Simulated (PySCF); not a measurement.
Gas-phase reaction: Ga2F6 = 2 GaF3

Computed with PySCF and rigid-rotor harmonic-oscillator thermochemistry at 1 bar. † marks an energy on the PBE0/def2-TZVP geometry and frequencies; other levels use their own. 6-31G* has spherical d functions here. All species are closed-shell singlets. B3LYP is the form with VWN-RPA correlation. Ga: all electrons, no relativistic terms. Ga2F6: computed as isolated molecules; such fragments, hydroxides, amides, oligomers or adducts are transient or little studied in the gas. The harmonic model lacks anharmonicity and excited electronic states, which grow with temperature; levels with a mode under 35 cm⁻¹ are left out. Soft modes under 120 cm⁻¹ make the harmonic entropy rough for Ga2F6.

| level | ΔE electronic, kJ | ΔH°(298 K), kJ | ΔS°(298 K), J/K | ΔG°(2500 K), kJ |
|---|---|---|---|---|
| B3LYP/def2-TZVP† | 158 | 153 | 157 | -188 |
| HF/6-31G* | 211 | 206 | 161 | -147 |
| PBE0/def2-QZVP† | 167 | 162 | 157 | -180 |
| PBE0/def2-SVP† | 211 | 206 | 157 | -136 |
| ωB97X-V/def2-TZVP† | 183 | 178 | 157 | -163 |
ΔH° is lowest at B3LYP/def2-TZVP† and highest at HF/6-31G*. No reference value is set beside these.
